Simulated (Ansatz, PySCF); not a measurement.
Gas-phase reaction (SMILES): F[SiH](F)F [trifluorosilane] + N (NH3) → N[Si](F)(F)F + [H][H] (H2); ammonia cleaves one Si-H bond, a model of a ligand-exchange step.

Structures are relaxed separately at B3LYP-D3(BJ)/def2-TZVP in Ansatz (a first-principles code), one conformer each, not searched for the lowest. Valence correlation only, unless marked. Spin-orbit coupling is left out. Non-relativistic. CBS(X,Y): correlation extrapolated as X^-3; Hartree-Fock from the larger set. Thermal terms are rigid-rotor harmonic-oscillator values from B3LYP-D3(BJ) frequencies (Ansatz or PySCF) at 298.15 K and 1 atm. 1 Eh = 627.5095 kcal/mol.

```json
[
 {"species": "F[SiH](F)F", "E, CCSD(T)/CBS(aug-cc-pV(T+d)Z,aug-cc-pV(Q+d)Z) (Ansatz) (Eh)": "-589.25810", "E, B3LYP-D3(BJ)/def2-TZVPD (Ansatz + dftd3) (Eh)": "-590.00454", "H - E (Eh)": "0.02314"},
 {"species": "N (NH3)", "E, CCSD(T)/CBS(aug-cc-pV(T+d)Z,aug-cc-pV(Q+d)Z) (Ansatz) (Eh)": "-56.50411", "E, B3LYP-D3(BJ)/def2-TZVPD (Ansatz + dftd3) (Eh)": "-56.58902", "H - E (Eh)": "0.03799"},
 {"species": "N[Si](F)(F)F", "E, CCSD(T)/CBS(aug-cc-pV(T+d)Z,aug-cc-pV(Q+d)Z) (Ansatz) (Eh)": "-644.60844", "E, B3LYP-D3(BJ)/def2-TZVPD (Ansatz + dftd3) (Eh)": "-645.43262", "H - E (Eh)": "0.04235"},
 {"species": "[H][H] (H2)", "E, CCSD(T)/CBS(aug-cc-pV(T+d)Z,aug-cc-pV(Q+d)Z) (Ansatz) (Eh)": "-1.17444", "E, B3LYP-D3(BJ)/def2-TZVPD (Ansatz + dftd3) (Eh)": "-1.17983", "H - E (Eh)": "0.01336"}
]
```

### Question
Work out ΔE and ΔH at 298.15 K at the first level, then ΔH at the second.

### Answer

1. ΔE = [(-644.60844) + (-1.17444)] - [(-589.25810) + (-56.50411)] = -0.02067 Eh = -13.0 kcal/mol at CCSD(T)/CBS(aug-cc-pV(T+d)Z,aug-cc-pV(Q+d)Z).
2. The terms H - E add up to -0.00542 Eh, so ΔH = (-0.02067 + (-0.00542))×627.5095 = -16.4 kcal/mol.
3. At B3LYP-D3(BJ)/def2-TZVPD the same steps give ΔE = -11.9 and ΔH = -15.3 kcal/mol, a shift of +1.1 from the first level.
4. These values are not checked against measurement here, since the tables used lack a sound gas-phase enthalpy of formation for at least one species.
